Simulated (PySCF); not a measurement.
Ligand exchange on a metal centre used in film growth or etching (Hf Cl-H). Isolated molecules, 0 K electronic values unless said otherwise.

These are TPSSh-D3(BJ)/def2-TZVP // r2SCAN-D4/def2-SVP (PySCF 2.14.0) values and carry that method's errors. 

```csv
species,charge on the central atom (Mulliken) (e),HOMO (eV),mean distance from the central atom to its bonded neighbours (Å)
0 of 4 Cl replaced by H ([Hf(Cl)4]),…,-8.99,…
1 of 4 Cl replaced by H ([Hf(Cl)3(H)]),…,-8.62,2.207
2 of 4 Cl replaced by H ([Hf(Cl)2(H)2]),1.00,-8.21,2.085
3 of 4 Cl replaced by H,0.91,-8.04,1.965
4 of 4 Cl replaced by H,0.84,-7.89,1.847
```

What belongs in the gaps?


- 0 of 4 Cl replaced by H ([Hf(Cl)4]), charge on the central atom (Mulliken) (e): 1.26
- 0 of 4 Cl replaced by H ([Hf(Cl)4]), mean distance from the central atom to its bonded neighbours (Å): 2.333
- 1 of 4 Cl replaced by H ([Hf(Cl)3(H)]), charge on the central atom (Mulliken) (e): 1.11
